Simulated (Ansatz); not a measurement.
Start from `FC[SiH2]CI` and change one atom or group to get `FC[SiH2][SiH3]`.

Ansatz, PBE0-D4/def2-TZVP geometries, multiplicity 1. Each molecule was computed in one conformer, which needn't be the lowest.

Elements past krypton have def2 core potentials.

```
                                        property  `FC[SiH2]CI`
               LUMO energy (PBE/def2-TZVPP) / eV         -2.03
           HOMO–LUMO gap (B3LYP/def2-TZVPP) / eV          5.76
           HOMO energy (ωB97M-V/def2-TZVPP) / eV         -9.52
size of the dipole moment (B3LYP/def2-TZVPP) / D          1.37
             HOMO energy (B3LYP/def2-TZVPP) / eV         -7.13
             LUMO energy (B3LYP/def2-TZVPP) / eV         -1.37
```

(1) Give the same properties after the change, and the shifts. (Best estimate.)

Results:

(1) Computed: 
```tsv
property	`FC[SiH2][SiH3]`	shift
LUMO energy (PBE/def2-TZVPP) / eV	-0.89	1.14
HOMO–LUMO gap (B3LYP/def2-TZVPP) / eV	7.83	2.07
HOMO energy (ωB97M-V/def2-TZVPP) / eV	-10.33	-0.81
size of the dipole moment (B3LYP/def2-TZVPP) / D	1.49	0.12
HOMO energy (B3LYP/def2-TZVPP) / eV	-8.07	-0.94
LUMO energy (B3LYP/def2-TZVPP) / eV	-0.24	1.13
```

With PBE0 the HOMO falls by 0.90 eV and the LUMO rises by 1.08 eV, so the gap widens by about 1.98 eV. PBE moves the HOMO by -0.81 eV and ωB97M-V by -0.81 eV. Dipoles are sizes alone; their direction can turn.

B3LYP here is the variant with VWN-RPA as its local correlation; programs differ in this.

Spin–orbit coupling is left out; it splits and shifts lone-pair levels of the heavy atoms by tenths of an eV.
